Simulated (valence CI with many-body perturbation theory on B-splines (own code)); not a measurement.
Values are calculated unless marked as measured or tabulated.
## Basis-set convergence for W69+

Method: configuration interaction combined with many-body perturbation theory (CI+MBPT): three valence electrons over a frozen Dirac-Fock core [He], a basis of 9 s, 9 p, 8 d, 6 f, 3 g, 1 h functions for each j, with the one-electron correlation potential Σ1, the two-electron term Σ2, the three-electron term Σ3, Breit, model QED; selected CI, second order for the rest, scaled by the run's own slope (own B-spline code, finite nucleus).

The last digits are not significant, and no measured levels were compared; by estimate large intervals hold to a few tenths of a per cent, small ones and those within an open d or f shell to about a per cent.

The reference run has the lowest level (2s^2 2p1/2) J=1/2 and an ionisation energy of 18822.5 eV. Its largest variational space holds 8585 state functions.

Levels are named by their leading jj configuration (3d3/2^4 stands for four electrons in 3d with j = 3/2), which in mixed levels can hold well under half, so a name can repeat and another be missing. Letters in brackets count levels of one name in rising energy.

Changed runs:
A. basis 6 s, 6 p, 5 d, 3 f, 1 g
B. basis 5 s, 5 p, 4 d, 2 f

Excitation energies of the reference run in cm⁻¹, and shifts in cm⁻¹:

```csv
Level,Reference,A,B
(2s 2p1/2^2) J=1/2,2187680,-105,-268
(2s^2 2p3/2) J=3/2,11798800,+60,-35
(2s 2p1/2 2p3/2) J=3/2 [a],13340200,-130,-631
(2s 2p1/2 2p3/2) J=5/2,13668400,+172,-7.4
(2s 2p1/2 2p3/2) J=1/2,14255900,+88,-3.5
(2s 2p1/2 2p3/2) J=3/2 [b],14272300,+172,+240
(2p1/2^2 2p3/2) J=3/2,16541500,-85,-255
(2s 2p3/2^2) J=5/2,25282400,+58,-349
(2s 2p3/2^2) J=1/2,26166400,+26,-35
(2s 2p3/2^2) J=3/2,26171600,+165,+140
(2p1/2 2p3/2^2) J=3/2,27940100,-59,-507
(2p1/2 2p3/2^2) J=5/2,28122700,+171,+60
Ionisation energy (eV),18822.5,+0.0049,-0.056
```
